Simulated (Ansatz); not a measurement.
Mulliken charges of CH₃NSn, SMILES `N#[C][SnH3]` from ωB97M-V/def2-TZVPP in Ansatz (PBE0-D4/def2-TZVP geometry).

```csv
atom,x (Å),y (Å),z (Å),charge (e)
N1,2.057,-0.925,1.311,-0.039
C2,1.150,-0.518,0.728,-0.362
Sn3,-0.514,0.222,-0.343,0.563
H4,-0.145,1.830,-0.731,-0.054
H5,-0.664,-0.764,-1.714,-0.054
H6,-1.842,0.091,0.703,-0.054
```

Q: By hand: the dipole of these point charges (1 e Å = 4.8032 D).

A: Σ q r = (-0.643, 0.286, -0.414) e Å, of length 0.816 e Å = 3.92 D.

Q: How does the dipole of the full density compare? (An estimate is asked.)

A: The calculation gave: (-0.710, 0.317, -0.457) e Å, 4.33 D; the point charges give 0.91 times that, at 0° from its direction.

Point charges leave out the atoms' own dipoles, such as those of lone pairs, and Mulliken's split depends on the basis, so the close match here is no proof of good charges.
